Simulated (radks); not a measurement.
Values are calculated unless marked as measured or tabulated.
Spherical quantum dot in the effective-mass picture: electrons in a hard-walled sphere of radius 8.41, all in effective atomic units (hartree* = m*/eps^2 hartree, bohr* = eps/m* bohr), one dielectric constant everywhere. Level of theory: non-relativistic Kohn-Sham, LDA (Slater exchange, Perdew-Wang correlation), spin-polarised, spherical densities (a radial shooting solver with Libxc functionals). Levels are named by radial order and angular momentum (1s, 1p, 1d, 2s, ...), and open shells are averaged over m.

N = 19, configuration 1s2 1p6 1d10 1f(up 1, down 0). This is the lowest configuration that the search found. Occupied and some empty levels:

level    occupation  eigenvalue (hartree*)  <r> (bohr*)
1s up             1                 2.7541        6.177
1s down           1                 2.7588        6.171
1p up             3                 2.7832        6.259
1p down           3                 2.7880        6.254
1d up             5                 2.8383        6.356
1d down           5                 2.8432        6.353
1f up             1                 2.9170        6.452
1f down           0                 2.9220        6.451
1g up             0                 3.0177        6.543
1g down           0                 3.0228        6.542
2s up             0                 3.0958        3.872
2s down           0                 3.0972        3.865
2p up             0                 3.1971        4.482
2p down           0                 3.1991        4.477
2d up             0                 3.3275        4.874
2d down           0                 3.3299        4.870

Energy (hartree*): total 28.0582, kinetic 5.2327, external 0, Hartree 26.643, exchange-correlation -3.8175.
